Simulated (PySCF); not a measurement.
AlClH4Si. Atoms are numbered in the order given.

```xyz
7

Al    -0.4268    -0.7154    -0.1472
Cl     0.9679    -0.8884     1.4192
H     -1.2676    -2.0115    -0.4821
Si    -0.5634     1.4693    -1.2383
H     -0.9667     2.5105    -0.2519
H     -1.5508     1.4795    -2.3532
H      0.7657     1.8543    -1.7902
```
Charge 0, spin multiplicity 1.

Coordinates come from a PBE0-D3(BJ)/def2-TZVP optimisation.

All values below come from TDA-ωB97X/def2-SVPD (PySCF).

Vertical excitations. Isolated molecule, no solvent.

| state | energy (eV) | λ (nm) | f | main pairs |
|---|---|---|---|---|
| S1 | 4.74 | 261 | 0.008 | HOMO→LUMO 97 % |
| S2 | 6.72 | 184 | 0.028 | HOMO→LUMO+2 77 %, HOMO→LUMO+1 13 % |
| S3 | 6.76 | 183 | 0.023 | HOMO−1→LUMO 92 % |
| S4 | 7.01 | 177 | 0.013 | HOMO−3→LUMO 73 %, HOMO−5→LUMO 21 % |
| S5 | 7.17 | 173 | 0.179 | HOMO→LUMO+1 38 %, HOMO−2→LUMO 36 %, HOMO→LUMO+2 11 %, HOMO→LUMO+3 8 % |
| S6 | 7.21 | 172 | 0.236 | HOMO−2→LUMO 54 %, HOMO→LUMO+1 28 % |
| S7 | 7.69 | 161 | 0.011 | HOMO−5→LUMO 69 %, HOMO−3→LUMO 19 % |
| S8 | 7.76 | 160 | 0.003 | HOMO→LUMO+3 41 %, HOMO−4→LUMO 29 %, HOMO→LUMO+1 12 %, HOMO→LUMO+4 8 % |
| S9 | 8.06 | 154 | 0.133 | HOMO−4→LUMO 56 %, HOMO→LUMO+3 17 %, HOMO→LUMO+4 16 % |
| S10 | 8.13 | 153 | 0.005 | HOMO→LUMO+5 82 % |
| T1 | 4.12 | 301 | 0 | HOMO→LUMO 95 % |
| T2 | 5.87 | 211 | 0 | HOMO→LUMO+2 82 % |
| T3 | 6.21 | 200 | 0 | HOMO→LUMO+1 58 %, HOMO→LUMO+3 29 % |
| T4 | 6.23 | 199 | 0 | HOMO−1→LUMO 58 %, HOMO−3→LUMO 20 %, HOMO−5→LUMO 10 % |
Triplets are in the Tamm–Dancoff approximation.
